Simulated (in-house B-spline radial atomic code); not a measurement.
Atomic self-consistent-field run: Ag6+ (with a hole in an inner shell). Computed with a B-spline radial code for spherical atoms: Dirac-Hartree-Fock, average of the jj configuration, Fermi nucleus of rms radius 4.5454 fm.

In the input, a minus or plus after the letter marks the j = l - 1/2 or j = l + 1/2 subshell.

Command:
```bash
python run_scf.py task.json out
```
Settings (nuclear radius in fm, mass in u):
```
Z                47
configuration    1s1 2s2 2p6 3s2 3p6 3d10 4s2 4p-2 4p+3 4d7
hamiltonian      dirac
method           hf
spin_polarised   False
nucleus          fermi
rms_radius       4.5454
atomic_mass      106.90509
speed_of_light   137.035999084
```

Output (hartree, bohr):
```
 radial grid: 66 intervals, B-splines of order 8, outer radius 15.5224 bohr

 iter        energy (Eh)    residual
    1       -4340.386363    1.31e+00
    2       -4357.612059    4.88e-01
    3       -4361.539554    1.16e-01
    4       -4361.877322    3.24e-02
    5       -4361.903629    1.70e-02
    6       -4361.909056    1.39e-03
    7       -4361.909073    1.40e-04
    8       -4361.909073    2.03e-05
    9       -4361.909073    9.61e-07
   10       -4361.909073    6.73e-08

 total energy                     -4361.90907
 kinetic                            4547.8871
 electron-nucleus                 -10666.7255
 electron-electron                  1756.9293

 first-order corrections (not in the total)
   Gaunt                             1.8947
   retardation                      -0.2541
   frequency dependence             -0.0171
   self-energy                       1.5783
   Uehling                          -0.1916
   Wichmann-Kroll                    0.0035
   recoil                            0.0162

 orbital      occ     eigenvalue          <r>       <r^2>       <1/r>     <1/r^3>       <r^4>       r_max    small
 1s1/2      1.000      -972.2830    0.0309862  0.00130139      49.659           - 5.04005e-06     0.02006  2.99e-02
 2s1/2      2.000      -151.3188     0.132322   0.0207219     11.6753           - 0.000742379      0.1126  6.51e-03
 2p1/2      2.000      -142.2855     0.111738   0.0153335      11.602           - 0.000473673     0.08646  6.46e-03
 2p3/2      4.000      -135.3160     0.116792    0.016627     10.8894     3681.09 0.000547563      0.0907  6.20e-03
 3s1/2      2.000       -32.6092     0.358582    0.147106     4.11012           -   0.0330509      0.3256  1.86e-03
 3p1/2      2.000       -28.5808     0.348486    0.141082      4.0159           -   0.0319064      0.3107  1.80e-03
 3p3/2      4.000       -27.2804     0.359376    0.149899     3.84025     676.008   0.0360165      0.3205  1.73e-03
 3d3/2      4.000       -19.7567      0.33096     0.13017     3.68192     105.885   0.0314488       0.264  1.61e-03
 3d5/2      6.000       -19.4883     0.334363    0.132701     3.63639     99.5231   0.0325746      0.2668  1.59e-03
 4s1/2      2.000        -8.0498     0.867695    0.847918     1.58882           -     1.05073      0.7941  4.80e-04
 4p1/2      2.000        -6.6419     0.909008    0.937271     1.49158           -      1.3187      0.8197  4.33e-04
 4p3/2      3.000        -6.4209     0.931489    0.984121      1.4477     119.562     1.45185      0.8412  4.20e-04
 4d3/2      2.800        -4.0607      1.06697     1.31452     1.22702     14.3003     2.78588       0.921  3.18e-04
 4d5/2      4.200        -3.9881         1.08     1.34691     1.21027     13.2799     2.92739      0.9308  3.11e-04
```

Run time, properties included: 1.2 s on 1 thread of Arm Neoverse V1 (shared host).

For the Dirac Hamiltonian the kinetic term is c α·p + (β - 1)c².
